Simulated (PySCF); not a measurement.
Simulation results for CH5AlF

Computed with PySCF 2.14.0. Calculation on a computer-drawn molecule: the log of a Hartree-Fock and frozen-core CCSD(T) single point meant for a local Hartree-Fock minimum, with one planted fault or none, to be diagnosed. Offsets are logged minus clean, where the clean run is the same molecule without the fault. The reference is restricted for singlets and unrestricted otherwise, and also for a bond in bohr or an excited solution. Adding or removing an electron swaps singlet and doublet. The excited solution moves the top pair (singlet) or top alpha electron (doublet) to the lowest empty orbital. Highest occupied and lowest empty are orbital energies over both spins, largest force is the largest gradient component, triples share is (T) over the correlation energy, the T1 limit is 0.02 restricted and 0.045 unrestricted, electrons count all cores, a negative frequency is imaginary (commonest isotopes), and the dipole is about the centre of nuclear charge.

```xyz
8
formula=CH5AlF meant_charge=-1 meant_multiplicity=1 meant_basis=aug-cc-pV(D+d)Z logged_electrons=34 logged_basis_functions=123 logged_SCF_converged=yes logged_spin_squared=0 logged_highest_occupied=0.71912 logged_lowest_empty=-6.9689 logged_largest_force=0.13325 logged_CC_converged=no logged_dipole_magnitude=3.9292 logged_SCF_stable_within_its_kind=no logged_energy_HF=-381.62409 possible_faults=no_fault,one_electron_removed,one_electron_added,multiplicity_raised_by_two,geometry_at_a_saddle_point,SCF_held_on_an_excited_solution,minimal_basis_STO-3G,one_bond_length_entered_in_bohr,all_coordinates_scaled
C     -1.0832    -1.4902    -0.4480
Al    -0.2245    -1.4114     1.3844
F      1.2608    -2.2634     1.3158
H     -1.2798    -2.5239    -0.7659
H     -2.0464    -0.9597    -0.4728
H     -0.4471    -1.0334    -1.2193
H     -1.1847    -2.1304     2.5092
H      0.0880     0.1448     1.8139
```

Units: logged_highest_occupied, logged_lowest_empty in eV; logged_largest_force in hartree/bohr; logged_dipole_magnitude in debye; logged_energy_HF in hartree.

Drawn bonds:
```
atom  other atom  order
   1           2      1
   2           3      1
   1           4      1
   1           5      1
   1           6      1
   2           7      1
   2           8      1
```

Notes: CCSD not converged; highest electron not bound in this basis.

To be estimated
1. CH5AlF: planted fault?

Answers
1. SCF held on an excited solution

Further results for CH5AlF:

- HF energy offset from clean run: 397.6 kcal/mol
